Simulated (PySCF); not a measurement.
# Ionisation energy of Cl(2+) by level of theory

Cl(2+) [Ne] 3s2 3p3 (4S) → Cl(3+) [Ne] 3s2 3p2 (3P), as a difference of total energies. Calculation: PySCF 2.14, in aug-cc-pCVTZ-DK with one added diffuse shell each of s, p, d, f type (9s8p6d4f, 91 functions); the spin-free X2C one-electron Hamiltonian (Gaussian nucleus). Correlated levels: valence: [Ne] frozen; valence and next inner shell: 1s2 frozen; nothing frozen. The calculations carry no spin-orbit coupling.

```tsv
method	ionisation energy (eV)
UHF	38.958
LDA	39.661
PBE	39.576
PBE0	39.659
r2SCAN	39.825
HSE06	39.642
PW91	39.648
CAM-B3LYP	39.538
B97-3	39.466
MP2 (valence)	39.616
SCS-MP2 (valence)	39.416
MP2 (valence and next inner shell)	39.662
SCS-MP2 (valence and next inner shell)	39.458
MP2 (all electrons)	39.666
SCS-MP2 (all electrons)	39.460
```

**Question.** How much does correlation contribute at MP2 (all electrons)?

**Answer.** 39.666 − (38.958) = 0.708 eV, measured against UHF.

A first-order spin-orbit estimate (lowest level to lowest level, LS coupling) adds -0.101 eV.

Errors of the correlated levels include the incompleteness of this basis and the frozen core.

For comparison: 39.8 ± 0.11 eV (semi-empirical (NIST evaluation); NIST Atomic Spectra Database, ionization energies).
